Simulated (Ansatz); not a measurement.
`B/C=C(\C)O` + `BNCC` → `BN(B)CC` + `C=C(C)O`  (ligand exchange at a B–C bond)

Calculated with Ansatz (gas phase, PBE0-D4/def2-TZVP geometries, no zero-point term in ΔE). CCSD(T)/CBS adds triple-zeta CCSD(T) − MP2 to the extrapolated MP2 energy (def2 sets, frozen cores). DFT in def2-TZVPP. B3LYP here is the variant with VWN-RPA as its local correlation; programs differ in this. One conformer a species, not always the lowest.

```csv
level,ΔE (kcal/mol),difference from CCSD(T)/CBS
PBE-D4,-9.0,4.8
r2SCAN-D4,-10.4,3.4
PBE0-D4,-10.7,3.1
B3LYP-D4,-11.7,2.1
ωB97X-V,-12.9,0.9
ωB97M-V,-12.8,1.0
B2PLYP,-12.3,1.5
PBE,-8.6,5.2
r2SCAN,-10.3,3.5
PBE0,-10.3,3.5
B3LYP,-11.1,2.7
HF/def2-TZVPP,-15.2,-1.4
MP2/def2-TZVPP,-14.0,-0.2
SCS-MP2/def2-TZVPP,-14.6,-0.8
CCSD/def2-TZVPP,-14.4,-0.6
CCSD(T)/def2-TZVPP,-13.9,-0.1
HF/def2-QZVPP,-15.2,-1.4
MP2/def2-QZVPP,-14.0,-0.2
SCS-MP2/def2-QZVPP,-14.5,-0.7
HF/CBS(def2),-15.2,-1.4
MP2/CBS(def2),-13.9,-0.1
CCSD/CBS(def2),-14.3,-0.5
CCSD(T)/CBS,-13.8,0
```

Largest T1 diagnostic among the species: 0.013.

From PBE to PBE0 (25 % exact exchange), in def2-TZVPP and without D4, ΔE moves by −1.7 kcal/mol. In def2-TZVPP, CCSD(T) changes the Hartree–Fock value by +1.3 kcal/mol (the triples alone add +0.5 kcal/mol) and MP2 by +1.2 kcal/mol.
